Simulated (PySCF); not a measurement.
**Interval between two levels of Ge³⁺ by level of theory**

Ge³⁺ [Ar] 3d10 4s1 [2S1/2, M_J = 1/2] → Ge³⁺ [Ar] 3d9 4s2 [2D5/2, M_J = 5/2], as a difference of total energies. Computed with PySCF 2.14 in x2c-TZVPall-2c with one added diffuse shell each of s, p, d type (7s8p5d1f, 63 functions), with the two-component X2C-1e Hamiltonian. Correlated levels: [Ne] frozen. "Screened" scales the spin-orbit matrix elements by Boettger's factors to mimic the two-electron term; Breit and QED terms are absent.

| method | interval between two levels (cm⁻¹) |
| --- | --- |
| GHF (spin-free) | 211590 |
| GMP2 (spin-free) | 217550 |
| GHF (screened spin-orbit) | 209700 |
| GMP2 (screened spin-orbit) | 215670 |
